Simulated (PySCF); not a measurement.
Sn(H)2(Et)(OH) (C₂H₈OSn), SMILES [OH][SnH2][CH2]C.

The structure is a stationary point at B3LYP-D3(BJ)/def2-SVP. The structure was generated by enumeration; whether it is a known compound was not checked. The def2 effective core potentials stand for the cores of Sn; spin–orbit coupling is left out. Other conformers were not sampled.

The numbers are results of PBE0/def2-TZVP (PySCF), not measurements.

```
Quantity                                                                                                        Value
---------------------------------------------------------------------------------------------  ----------------------
total energy                                                                                       -370.43217 hartree
highest occupied level                                                                                       -7.91 eV
lowest empty level                                                                                           -0.33 eV
orbital gap                                                                                                   7.58 eV
dipole moment                                                                                                  1.41 D
quadrupole, principal values (traceless, Buckingham form, about the centre of nuclear charge)  -5.08, -1.92, 6.99 D·Å
mean static polarisability                                                                      68.7 bohr³ (10.18 Å³)
polarisability, principal values                                                               61.7, 63.9, 80.5 bohr³
```
